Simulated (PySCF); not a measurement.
PySCF 2.14 output of an unrestricted LDA calculation on a single atom or ion in aug-cc-pVDZ-PP with ECP60MDF, with scalar relativity through the core potential:

```
SCF conv_tol = 1e-09
number electrons alpha = 10  beta = 6
    P. A. M. Dirac.,  Math. Proc. Cambridge Philos. Soc. 26, 376 (1930)
    F. Bloch.,  Z. Phys. 57, 545 (1929)
    S. H. Vosko, L. Wilk, and M. Nusair.,  Can. J. Phys. 58, 1200 (1980)
cycle= 1 E= -90.6146984688259  delta_E= -0.0156  |g|= 0.0534  |ddm|= 0.375
cycle= 2 E= -90.613347168043  delta_E= 0.00135  |g|= 0.0698  |ddm|= 0.18
cycle= 3 E= -90.6157320292656  delta_E= -0.00238  |g|= 0.0175  |ddm|= 0.197
cycle= 4 E= -90.6159643290387  delta_E= -0.000232  |g|= 0.00072  |ddm|= 0.0643
cycle= 5 E= -90.6159645552756  delta_E= -2.26e-07  |g|= 0.000439  |ddm|= 0.00221
cycle= 6 E= -90.615964663319  delta_E= -1.08e-07  |g|= 8.28e-05  |ddm|= 0.000711
cycle= 7 E= -90.6159646672712  delta_E= -3.95e-09  |g|= 8.75e-06  |ddm|= 0.000168
cycle= 8 E= -90.6159646673155  delta_E= -4.43e-11  |g|= 8.77e-07  |ddm|= 1.94e-05
converged SCF energy = -90.6159646673155  <S^2> = 6.0069166  2S+1 = 5.0027659
```

The run itself started from symmetry-adapted Hartree-Fock orbitals and held the occupation by maximum overlap, on a logarithmic radial grid, so the iterations belong to that start.

Problem. Which element, charge and spin multiplicity is this?

Solution. Os (osmium, neutral), multiplicity 5; the state was [Xe] 4f14 5d6 6s2, high-spin 5D determinant.

Energies and moments cover only the electrons outside the core potential. Spin-orbit coupling, absent here, splits the open shell strongly.
